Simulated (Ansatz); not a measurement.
Reaction: CHNO (SMILES N=C=O) → CHNO (parent SMILES N=C=O, triplet)
Each species at its own B3LYP-D3(BJ)/def2-TZVP minimum (Ansatz, a quantum-chemistry and plane-wave program).

Total energies in hartree (Ansatz). Radicals and triplets start from unrestricted determinants; spin-orbit coupling is neglected. Correlated methods leave the cores frozen. No relativity. The UHF reference of CHNO (parent SMILES N=C=O, triplet) is spin-contaminated (<S^2> up to 0.06 over the pure value in the sets run). The spin of CHNO (parent SMILES N=C=O, triplet) was assumed, and the state is the lowest solution found for it.

| species | HF/cc-pVTZ | CCSD(T)/cc-pVTZ | HF/cc-pVQZ | CCSD(T)/cc-pVQZ | CCSDT(Q)/cc-pVTZ |
|---|---|---|---|---|---|
| 1: CHNO (SMILES N=C=O) | -167.82934 | -168.43244 | -167.84220 | -168.48394 | -168.43434 |
| 2: CHNO (parent SMILES N=C=O, triplet) | -167.72681 | -168.29531 | -167.73937 | -168.34469 | -168.29814 |

Task: Work out the adiabatic triplet-singlet gap (electronic) in kcal/mol: take Hartree-Fock from cc-pVQZ, extrapolate the CCSD(T) correlation energy as X^-3 (X = 3, 4), and add CCSDT(Q) - CCSD(T) in cc-pVTZ. 1 hartree = 627.51 kcal/mol.

Result: 
Species 1: correlation (64·(-0.64174) - 27·(-0.60310))/37 = -0.66994; step -0.00190; E1 = -167.84220 + (-0.66994) + (-0.00190) = -168.51404
Species 2: correlation (64·(-0.60532) - 27·(-0.56850))/37 = -0.63219; step -0.00283; E2 = -167.73937 + (-0.63219) + (-0.00283) = -168.37439
-1·E1 +1·E2 = 0.13965 hartree = 87.6 kcal/mol.
